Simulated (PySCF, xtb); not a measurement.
CH7ClFNSi2, SMILES CN[SiH2][Si@@H](F)Cl. One conformer was computed; it need not be the lowest.

Harmonic wavenumbers (cm⁻¹) from GFN2-xTB in xtb 6.7.1 at its own minimum, in rising order: 13, 69, 88, 127, 149, 168, 210, 283, 421, 453, 468, 556, 581, 640, 668, 743, 788, 821, 839, 1064, 1107, 1162, 1363, 1424, 1492, 1502, 2109, 2186, 2254, 2918, 2980, 3040, 3445.

### Question
What does PBE-D3(BJ)/def2-SVP run with PySCF 2.14.0 give at its own minimum? (An estimate is asked for; the answer gives what the named calculation found.)

### Answer
29, 42, 85, 121, 157, 186, 244, 265, 411, 437, 501, 551, 667, 739, 763, 784, 816, 880, 924, 1063, 1098, 1130, 1351, 1396, 1415, 1445, 2082, 2157, 2163, 2911, 2993, 3044, 3509. Paired by order, the mean absolute difference is 34 cm⁻¹ and the zero-point energies are 51.6 and 52.0 kcal/mol.
